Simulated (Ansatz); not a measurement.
`[Cl][Zr]([Cl])([Cl])[SeH]` + HI → `[Cl][Zr]([Cl])([Cl])[I]` + H₂Se at 298.15 K and 1 bar (ligand exchange at a Zr–Se bond).

Calculated with Ansatz (gas phase, PBE0-D4/def2-TZVP geometries, no zero-point term in ΔE). CBS: MP2 limit from def2 TZ/QZ plus the TZ coupled-cluster correction, frozen cores. def2 core potentials past Kr. For I, Se, Zr outer-core shells are correlated without core-valence functions, which leaves a few kJ/mol of doubt a bond. Scalar relativity is left out up to krypton. One conformer a species, not always the lowest.

```csv
species,CCSD(T)/CBS energy (Eh),H − E (kJ/mol),S (J/(mol·K))
`[Cl][Zr]([Cl])([Cl])[SeH]`,-3827.90886,55.3,422.4
HI,-298.03592,22.7,206.5
`[Cl][Zr]([Cl])([Cl])[I]`,-1724.06608,35.1,399.8
H₂Se,-2401.89790,45.8,219.1
```

H − E and S are ideal-gas, rigid-rotor, harmonic terms from PBE0-D4/def2-TZVP, for one conformer and one mirror image of each species. 1 Eh = 2625.50 kJ/mol, R = 8.31446 J/(mol·K).

Question: By hand: ΔE, ΔH, ΔS and ΔG.

Answer: ΔE = (-1724.06608) + (-2401.89790) − (-3827.90886) − (-298.03592) = -0.01920 Eh = -50.4 kJ/mol. Δ(H − E) = 35.1 + 45.8 − 55.3 − 22.7 = 2.9, so ΔH = -47.5 kJ/mol. ΔS = 399.8 + 219.1 − 422.4 − 206.5 = -10.0 J/(mol·K). ΔG = -47.5 − 298.15 × (-10.0)/1000 = -44.5 kJ/mol.

Question: By hand: the equilibrium constant, and the temperature at which ΔG would vanish if ΔH and ΔS stayed fixed.

Answer: log₁₀ K = −ΔG/(RT ln 10) = 7.8. ΔG = 0 at ΔH/ΔS = 4750 K, far beyond where these terms or the molecules hold.

The number of gas molecules stays the same, so ΔS is small and ΔH decides. A doubt of 5 kJ/mol in ΔE shifts log₁₀ K by 0.9 here. Other conformers and mirror images would add mixing entropy, several J/(mol·K) or more a flexible species. These are equilibria of isolated gas molecules and say nothing of rates. Largest T1 diagnostic: 0.015 (customary marks: 0.02 for closed shells, 0.045 for open ones).
